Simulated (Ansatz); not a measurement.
Tuning the range parameter of LC-ωPBE so that −HOMO meets the ionisation energy; basis def2-TZVP, Ansatz. System: Cu(CO)H (CHCuO). The state is a singlet with charge 0. Geometry: PBE0-D4/def2-TZVP. The ionised state is a doublet.

Geometry of the singlet:

```xyz
4

Cu   -0.424    0.413   -0.570
C     0.523   -0.516    0.711
O     1.103   -1.081    1.490
H    -1.203    1.184   -1.630
```

```json
{"ω (1/bohr)": "0.1", "HOMO (eV)": "-7.50", "LUMO (eV)": "-1.83", "vertical IE (eV)": "9.51", "HOMO + IE (eV)": "2.01"}
{"ω (1/bohr)": "0.15", "HOMO (eV)": "-8.11", "LUMO (eV)": "-1.26", "vertical IE (eV)": "9.49", "HOMO + IE (eV)": "1.38"}
{"ω (1/bohr)": "0.2", "HOMO (eV)": "-8.59", "LUMO (eV)": "-0.81", "vertical IE (eV)": "9.45", "HOMO + IE (eV)": "0.86"}
{"ω (1/bohr)": "0.3", "HOMO (eV)": "-9.26", "LUMO (eV)": "-0.19", "vertical IE (eV)": "9.36", "HOMO + IE (eV)": "0.09"}
```

(1) Where does the tuning condition hold?

Answers

(1) Not within the range that was run.
